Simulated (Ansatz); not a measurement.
**Ligand exchange: GeH4 + C2H10OSi2 → SiH3(GeH3) + C2H8OSi**

Species: GeH4 (germane) `[GeH4]`, singlet; C2H10OSi2 `CC[SiH](O)[SiH3]`, singlet; SiH3(GeH3), singlet; C2H8OSi `CC[SiH2]O`, singlet. The partners trade H for SiH3: Ge–H and Si–SiH3 bonds give way to Ge–SiH3 and Si–H.

Shapes, held fixed at every level: PBE0-D4/def2-TZVP. Flexible molecules stand in one conformer, not always the lowest. Programs: Ansatz 0.2.0. Electronic energies: no zero-point or thermal term.

```
              level                    kind  ΔE (kJ/mol)  less CCSD(T)/def2-TZVPP
      HF/def2-TZVPP            Hartree–Fock        -26.5                     -4.6
B3LYP-D4/def2-TZVPP           global hybrid        -19.9                     +2.0
 wB97M-V/def2-TZVPP  range-separated hybrid        -23.3                     -1.4
 wB97X-V/def2-TZVPP  range-separated hybrid        -19.6                     +2.3
     MP2/def2-TZVPP     perturbation theory        -24.7                     -2.8
    CCSD/def2-TZVPP   coupled cluster or CI        -23.2                     -1.3
 CCSD(T)/def2-TZVPP   coupled cluster or CI        -21.9                      0.0
```

The highest level, CCSD(T)/def2-TZVPP, gives ΔE = -21.9 kJ/mol; the levels span -26.5 to -19.6. The column of differences is taken from that level and isn't an error. No measured value is set beside it here. Relativity is left out for Ge. Outer-core shells of Ge are correlated, in sets that cover them unevenly.
